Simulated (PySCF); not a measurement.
Method: PBE-D3(BJ)/def2-TZVP // CAM-B3LYP-D3(BJ)/def2-TZVP (PySCF). Gas-phase values, no solvent. Excitations are Tamm–Dancoff values on a coarser integration grid. The basis has no diffuse functions, so Rydberg states are missing or too high.

Reference species (SMILES): `[InH]([F])[F]` (neutral, multiplicity 1).

```json
{
  "S1 oscillator strength": "0.013",
  "S1 excitation (TDA)": "5.81 eV",
  "HOMO": "-8.23 eV",
  "S1–T1 gap (TDA)": "0.71 eV"
}
```

Changed species: `[F][In]([F])[F]` (0 of 3 F replaced by H; the reference has 1 of 3 F replaced by H).

What does the change do to the S1 oscillator strength, S1 excitation (TDA), HOMO and S1–T1 gap (TDA)?

the S1 oscillator strength drops by 0.013, to 0.000; the S1 excitation (TDA) falls by 0.70 eV, to 5.11 eV; the HOMO drops by 0.95 eV, to -9.18 eV; the S1–T1 gap (TDA) drops by 0.19 eV, to 0.52 eV.
